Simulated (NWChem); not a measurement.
Species: Si2H3ClF2; SMILES F[SiH2][Si@H](F)Cl

```xyz
8

F      0.6908     2.0623     0.9272
Si     0.0092     1.6587    -0.4943
Si    -0.5795    -0.6104    -0.4109
F     -1.7117    -0.8351     0.7293
Cl     1.0866    -1.7043     0.1030
H      1.0038     1.8756    -1.5838
H     -1.1860     2.5223    -0.7140
H     -1.1185    -1.1464    -1.6898
```
Atoms are numbered in this order, from 1.

Computed with NWChem. Coordinates come from a PBE0/def2-SVP optimisation.

Problem. Taking B3LYP/pcseg-2 as the yardstick, which of these has the fewest basis functions while keeping “dipole (D)” within 0.2 D of it: B3LYP/pcseg-1; B3LYP/def2-SVP; B3LYP/aug-pcseg-1; B3LYP/STO-3G?

Solution. B3LYP/aug-pcseg-1.
| level | basis functions | dipole (D) | relative time (rough) |
|---|---|---|---|
| B3LYP/STO-3G | 40 | 3.00 | 1 |
| B3LYP/pcseg-1 | 97 | 2.97 | 4 |
| B3LYP/def2-SVP | 97 | 2.36 | 2 |
| B3LYP/aug-pcseg-1 | 154 | 2.55 | 10 |
| B3LYP/pcseg-2 | 204 | 2.65 | 9 |

The yardstick is one finite set, not the basis-set limit.
